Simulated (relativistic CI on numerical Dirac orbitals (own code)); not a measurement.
# Ce3+: M4,5 absorption edge

Computed with this model: Dirac-Coulomb-Breit CI, KLI orbitals optimised for each configuration, model QED, valence Slater integrals scaled by 0.8, multiplet model of core-to-valence dipole absorption; configurations [Xe] 4f → [Ar] 3d9 4s2 4p6 4d10 4f2 5s2 5p6; 300 K; Lorentzian 0.36 eV and Gaussian 0.4 eV FWHM. Energies are those of the free ion, without screening or charge transfer. The branching ratio is the share of the lower-energy edge in the whole absorption, uncertain by about 0.02 where the edges overlap. S is read from ⟨S²⟩ = S(S + 1).

Field parameters in Wybourne normalisation. The field is a parameter set, without covalency.

free ion: ground-state S = 0.50, centroid 893.37 eV, branching ratio 0.476. Peaks (eV, height): 883.6 (50), 884.8 (96), 898.9 (14), 900.4 (42), 902.1 (100), 905.1 (7).

D3d, B20 = 2170, B40 = 700, B43 = -1890, B60 = 70, B63 = 200, B66 = -310 cm⁻¹: ground-state S = 0.50, centroid 893.40 eV, branching ratio 0.474. Peaks (eV, height): 883.7 (55), 884.8 (84), 899.0 (14), 900.5 (40), 902.2 (100).

The statistical ratio of this edge is 3/5 = 0.600. Values above it arise where the holes sit mainly in the j = l + 1/2 valence subshell or the ground state has high spin; values below it where core-valence Coulomb terms move weight to the upper edge, as in nearly empty shells.

Strongest unbroadened transitions for D3d, B20 = 2170, B40 = 700, B43 = -1890, B60 = 70, B63 = 200, B66 = -310 cm⁻¹:

| Energy (eV) | Relative strength |
| --- | --- |
| 883.45 | 17.3 |
| 883.53 | 15.6 |
| 883.61 | 12.9 |
| 883.80 | 12.5 |
| 883.84 | 12.7 |
| 884.06 | 46.4 |
| 884.76 | 92.4 |
| 884.83 | 29.2 |
| 884.86 | 26.2 |
| 885.01 | 51.9 |
| 900.48 | 53.5 |
| 900.51 | 15.5 |
| 900.54 | 14.5 |
| 902.14 | 100.0 |
| 902.16 | 15.5 |
| 902.18 | 29.9 |
| 902.19 | 37.8 |
| 902.60 | 59.4 |
